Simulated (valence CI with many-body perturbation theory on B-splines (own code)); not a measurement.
Sn⁹⁺: magnetic and hyperfine properties of the levels

Level of theory: configuration interaction combined with many-body perturbation theory (CI+MBPT): five valence electrons over a frozen Dirac-Fock core [Kr], radial functions for each j: 7 s, 7 p, 8 d, 6 f, 4 g, 1 h, with the one-electron correlation potential Σ1, the two-electron term Σ2, the three-electron term Σ3, Breit, model QED; selected CI, second order for the rest, scaled by the run's own slope (own B-spline code, finite nucleus).

No measured spectrum was set against this ion. As an estimate, terms of the open shell hold to 2 to 4 % of their energy, and close levels can change places. Not all symmetries were solved, so the list stops early. Among the levels kept, up to 1400 cm⁻¹ of a level comes from second order outside the variational space, and about a tenth of that is noise between levels of different J, which matters for small intervals. Excitations out of the core, of the other parity, are not computed and may begin above about 50.1 eV (a cautious bound); beyond it only levels of the ground parity were kept, without lifetimes.

A/g_I is the dipole constant over the nuclear g factor μ/I (μ in nuclear magnetons, uniformly magnetised nucleus), B/Q the quadrupole constant per barn. Both hold the static response of the core; the bare values leave it out. Large factors of s and p1/2 electrons are usually good to 5 to 10 %; those of open d and f shells near neutrality can be off by tens of per cent, and small factors of p3/2, d and f electrons come from cancelling terms and can be off by a factor of two or in sign, in half-filled shells by more. B is blank for J = 1/2, where it vanishes, and for nearly pure S terms. Energies count from the lowest level.

Names give the largest LS component (configuration and term), which can be under half, so a name can repeat, a term be missing and a line seem to break the LS rules; names also repeat where a configuration has a term twice. Letters in brackets count levels of one name in rising energy.

| Level | E (cm⁻¹) | g | A/g_I (MHz) | A/g_I bare | B/Q (MHz/b) | B/Q bare |
| --- | --- | --- | --- | --- | --- | --- |
| 4d5 6S_5/2 | 0 | 1.980 | -969 | 5.35 |  |  |
| 4d5 4G_5/2 | 33015 | 0.856 | 1730 | 1550 | 1410 | 1310 |
| 4d5 4G_7/2 | 35863 | 1.022 | 1450 | 1440 | 991 | 926 |
| 4d5 4G_11/2 | 36539 | 1.256 | 1210 | 1460 | -36.7 | -37.8 |
| 4d5 4G_9/2 | 37150 | 1.171 | 1230 | 1380 | 723 | 675 |
| 4d5 4D_5/2 [a] | 37733 | 1.201 | 857 | 1030 | 1150 | 1080 |
| 4d5 4D_3/2 | 38831 | 1.417 | 898 | 1310 | 1450 | 1360 |
| 4d5 4P_1/2 | 41858 | 1.630 | -331 | 271 |  |  |
| 4d5 4D_7/2 | 44224 | 1.377 | 583 | 939 | 707 | 662 |
| 4d5 4D_5/2 [b] | 48521 | 1.375 | 845 | 1210 | -688 | -648 |
| 4d5 4D_1/2 | 48626 | 1.012 | 2210 | 2220 |  |  |
| 4d5 4P_3/2 | 50410 | 1.427 | 957 | 1380 | -761 | -715 |
| 4d5 2I_11/2 | 51797 | 0.957 | 1780 | 1710 | 187 | 173 |
| 4d5 2I_13/2 | 54767 | 1.076 | 1620 | 1680 | -1.75 | 1.36 |
| 4d5 4F_7/2 | 57616 | 1.132 | 1570 | 1690 | -1790 | -1680 |
| 4d5 2F_5/2 [a] | 58090 | 1.089 | 1240 | 1300 | 492 | 466 |
| 4d5 4F_3/2 | 58163 | 0.632 | 2870 | 2480 | -308 | -287 |
| 4d5 4F_9/2 | 58255 | 1.194 | 1180 | 1350 | -3.73 | -8.80 |
| 4d5 4F_5/2 | 62803 | 1.038 | 1570 | 1580 | -1560 | -1460 |
| 4d5 2H_9/2 | 65537 | 1.092 | 1480 | 1550 | 533 | 500 |
| 4d5 2G_7/2 [a] | 66521 | 1.081 | 1570 | 1640 | -191 | -174 |
| 4d5 2D_3/2 [a] | 67816 | 0.649 | 2870 | 2490 | -244 | -225 |
| 4d5 2F_7/2 [a] | 69288 | 1.051 | 1690 | 1720 | -1460 | -1360 |
| 4d5 2F_5/2 [b] | 70563 | 0.950 | 1480 | 1390 | 939 | 871 |
| 4d5 2H_11/2 | 72790 | 1.072 | 1580 | 1640 | -147 | -126 |
| 4d5 2F_7/2 [b] | 74085 | 1.145 | 1490 | 1620 | 384 | 350 |
| 4d5 2G_9/2 [a] | 74417 | 1.066 | 1520 | 1560 | -285 | -254 |
| 4d5 2S_1/2 | 77885 | 1.981 | -1080 | -111 |  |  |
| 4d5 2F_5/2 [c] | 78146 | 1.030 | 1520 | 1530 | -848 | -786 |
| 4d5 2D_3/2 [b] | 87527 | 0.808 | 2180 | 1950 | -702 | -655 |
| 4d5 2D_5/2 [a] | 90775 | 1.165 | 1230 | 1370 | -267 | -244 |
| 4d5 2G_9/2 [b] | 96142 | 1.111 | 1420 | 1510 | -957 | -893 |
| 4d5 2G_7/2 [b] | 97608 | 0.902 | 2080 | 1960 | 1360 | 1280 |
| 4d5 2P_3/2 | 113060 | 1.282 | 1150 | 1420 | -1410 | -1320 |
| 4d5 2P_1/2 | 115840 | 0.711 | 501 | 101 |  |  |
| 4d5 2D_5/2 [b] | 127070 | 1.199 | 1020 | 1190 | -636 | -594 |
| 4d5 2D_3/2 [c] | 128980 | 0.847 | 2810 | 2650 | 1970 | 1840 |
| 4d4 5s 6D_1/2 | 442000 | 3.237 | 20100 | 19600 |  |  |
| 4d4 5s 6D_3/2 | 444580 | 1.852 | 7920 | 7730 | 1270 | 1180 |
| 4d4 5s 6D_5/2 | 447650 | 1.647 | 5930 | 5840 | 988 | 919 |

(1) Take the isotope of mass number 117, with I = 1/2, μ = -0.9995 μN. What is the hyperfine structure of 4d5 4G_7/2?

## Answers

(1) From the table A = -2900 MHz. Shifts from the centre of gravity in MHz: F = 3: 6520, F = 4: -5080.
